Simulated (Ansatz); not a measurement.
```yaml
crystal:
  periodic: [false, false, false]
  atoms:
    - {symbol: C, position_ang: [-0.321314, -0.556007, 1.234415]}
    - {symbol: O, position_ang: [-0.173285, 0.680862, 0.565205]}
    - {symbol: In, position_ang: [0.330596, 0.759293, -1.323076]}
    - {symbol: F, position_ang: [0.751846, -0.973711, -2.092797]}
    - {symbol: Br, position_ang: [0.508937, 2.746694, -2.690751]}
    - {symbol: H, position_ang: [0.038320, -0.433313, 2.260693]}
    - {symbol: H, position_ang: [0.241332, -1.374946, 0.772937]}
    - {symbol: H, position_ang: [-1.376451, -0.848873, 1.273375]}
basis:
  gaussian: {orbitals: def2-TZVP}
magnetization: {spin_polarized: true, initial_magnetization: 1}
hamiltonian: {xc: {name: PBE0}, dispersion: d3bj, pseudopotentials: {relativity: scalar}}
```

```sh
$ ansatz run in.yaml --threads 4 --pin off --events-out ev --progress --plain --max-ram 10444MiB
```

Output, abridged:

```
Error: a molecule whose nuclei and cores have a total charge of 82 cannot have a net charge of 0 together with 1 unpaired electrons
```

(1) Something in this input is off. What?

Answers

(1) The number of unpaired electrons doesn't fit the electron count. The input was rejected before any iteration.
